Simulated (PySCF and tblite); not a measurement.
The numbers below are computed, except where a source is named.
# Barrier and rate of a rotation

System: C5H5BF2, numbered as in [F:1][BH:2][C:3]1=[CH:4][CH2:5][C:6]([F:7])=[CH:8]1.

Motion: rotation about the B2–C3 bond (torsion F1–B2–C3–C4 from 0° to 180°, rising). Level: PBE0/pcSseg-1 + D3(BJ) on GFN2-xTB stationary points, with GFN2-xTB thermal terms. Rate constants are transition-state-theory values, counting equivalent paths, without tunnelling. Run with tblite and PySCF.

| point | symmetry | E(GFN2) kcal/mol | E(DFT) kcal/mol | ZPE change kcal/mol | lowest mode cm⁻¹ | dipole D |
| --- | --- | --- | --- | --- | --- | --- |
| start | Cs | 0.0 | 0.0 | 0.00 | 77 | 1.33 |
| saddle | C1 | 4.5 | 6.7 | -0.22 | 105i | 1.42 |
| end | Cs | 0.3 | -0.9 | 0.01 | 83 | 2.36 |

* Electronic barrier: 6.7 kcal/mol
* Barrier with zero-point energy: 6.4 kcal/mol
* ΔH‡ (298 K): 6.0 kcal/mol
* ΔS‡ (298 K, symmetry apart): -2.7 cal/(mol K)
* Paths: 2 equivalent paths
* End point: a different minimum
* Mean lifetime of the start against this motion at 298 K: 7.8 ns
* Cost: 110 s on 1 thread of AMD EPYC, shared host (rough), peak memory 0.76 GiB, launched as `OMP_NUM_THREADS=1 python ens_run.py task.json out`

```tsv
T/K	ΔG‡ kcal/mol	k s⁻¹	ΔG kcal/mol	k back s⁻¹
150	6.5	1810	-1.0	73
200	6.6	4.9×10⁵	-1.0	4.3×10⁴
250	6.7	1.4×10⁷	-1.0	2×10⁶
298	6.8	1.3×10⁸	-1.0	2.5×10⁷
350	6.9	7×10⁸	-1.0	1.7×10⁸
400	7.0	2.4×10⁹	-1.0	6.9×10⁸
500	7.3	1.3×10¹⁰	-1.0	4.9×10⁹
```

ΔG and ΔG‡ leave out symmetry numbers and mirror images; rates count paths: 2 out, 2 back.
